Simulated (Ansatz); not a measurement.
SiTe₂⁻ (the lowest doublet isomer of a short search), 3 atoms. Hardware: 4 threads of Arm Neoverse V2 on a shared host.

In the def2 sets Te takes a core potential; there is no spin–orbit coupling. Correlated methods freeze 13 core orbitals; core or outer-core shells of Te are correlated, in sets that lack core-valence functions.

Question: How many basis functions does each of these Ansatz runs have, and roughly what does it cost? r2SCAN-D4/def2-TZVPD, charge 0 singlet at the geometry of the charge -1 doublet, energy, from earlier orbitals; PBE0-D4/def2-SVP, charge -1 doublet, energy with a search over starts; RPA@PBE/def2-TZVPD, charge -1 quartet, energy, from earlier orbitals; r2SCAN-D4/def2-TZVPD, charge -1 doublet, energy and forces, from earlier orbitals; r2SCAN-D4/def2-TZVPD, charge -1 doublet, relaxation, 15 steps; CCSD(T)/def2-SVPD, charge -1 doublet, energy, from earlier orbitals; PBE0-D4/def2-SVP, charge -1 quartet, energy with a search over starts; LC-ωPBE/def2-TZVPD, charge -1 doublet, energy, from earlier orbitals; BHLYP-D4/def2-TZVPD, charge -1 quartet, energy, from earlier orbitals; PBE0-D4/def2-SVPD, charge -1 doublet, energy, from earlier orbitals; PBE0-D4/def2-TZVPD, charge -1 quartet, energy, from earlier orbitals; CAM-B3LYP-D4/def2-TZVPD, charge -1 doublet, energy, from earlier orbitals.

Answer: Other jobs shared the machine, so times can vary by a factor of up to 3. A dash marks memory too small to be measured apart from the calling script's.

```
                                                                                                           run  functions  fitting or Cholesky vectors  wall time  peak host memory (GiB)
                                           PBE0-D4/def2-SVPD, charge -1 doublet, energy, from earlier orbitals         94                         1118      2.2 s                       –
                                         PBE0-D4/def2-SVP, charge -1 quartet, energy with a search over starts         70                          833      2.2 s                       –
                                         PBE0-D4/def2-SVP, charge -1 doublet, energy with a search over starts         70                          832      2.3 s                       –
r2SCAN-D4/def2-TZVPD, charge 0 singlet at the geometry of the charge -1 doublet, energy, from earlier orbitals        161                         1173      3.1 s                       –
                                          LC-ωPBE/def2-TZVPD, charge -1 doublet, energy, from earlier orbitals        161                         1173        4 s                       –
                                          PBE0-D4/def2-TZVPD, charge -1 quartet, energy, from earlier orbitals        161                         1250      4.6 s                       –
                                     CAM-B3LYP-D4/def2-TZVPD, charge -1 doublet, energy, from earlier orbitals        161                         1238      4.7 s                    0.62
                                          RPA@PBE/def2-TZVPD, charge -1 quartet, energy, from earlier orbitals        161                         1336      6.5 s                       –
                             r2SCAN-D4/def2-TZVPD, charge -1 doublet, energy and forces, from earlier orbitals        161                         1173        7 s                       –
                                           CCSD(T)/def2-SVPD, charge -1 doublet, energy, from earlier orbitals         94                         1118      8.5 s                    0.62
                                         BHLYP-D4/def2-TZVPD, charge -1 quartet, energy, from earlier orbitals        161                         1385       11 s                    0.82
                                                 r2SCAN-D4/def2-TZVPD, charge -1 doublet, relaxation, 15 steps        161                         1173    5.2 min                       –
```
